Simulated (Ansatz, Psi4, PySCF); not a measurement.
hydrogen bromide (HBr), singlet, geometry from GFN2-xTB. Base run: PySCF with CAMB3LYP/cc-pVDZ.

Geometry (Å):
```xyz
2

Br     0.0000     0.0000    -0.0389
H      0.0000     0.0000     1.3627
```
All else is at PySCF's defaults.

The same geometry, method and basis name were run in Ansatz (a program for electronic structure) and Psi4 and PySCF, at each program's defaults and at the settings that a row names. The base is PySCF at its defaults. Differences at the defaults can come from grids, fitting, cores and function types together.

```tsv
code and settings	ΔE vs base (mEh)	basis functions	E (Eh)	SCF cycles	dipole (D)
PySCF, defaults (exact integrals, its default grid, spherical functions)	0.000	32	-2574.85197	7	1.05
Psi4, defaults (density fitting with its default set, its default grid, spherical functions)	…	32	…	7	1.05
Ansatz, defaults (factorised integrals, its default grid, spherical functions)	0.000	32	-2574.85197	-	-
PySCF, density fitting with def2-universal-jkfit	-0.018	32	-2574.85199	7	1.05
PySCF, fine grid	0.000	32	-2574.85197	7	1.05
Psi4, exact integrals, spherical functions, fine grid	0.001	32	-2574.85197	9	1.05
Ansatz, high accuracy	0.000	32	-2574.85197	-	-
```

### Question
Some entries are withheld; supply them.

### Answer

- Psi4, defaults (density fitting with its default set, its default grid, spherical functions), ΔE vs base (mEh): 127.4
- Psi4, defaults (density fitting with its default set, its default grid, spherical functions), E (Eh): -2574.72453
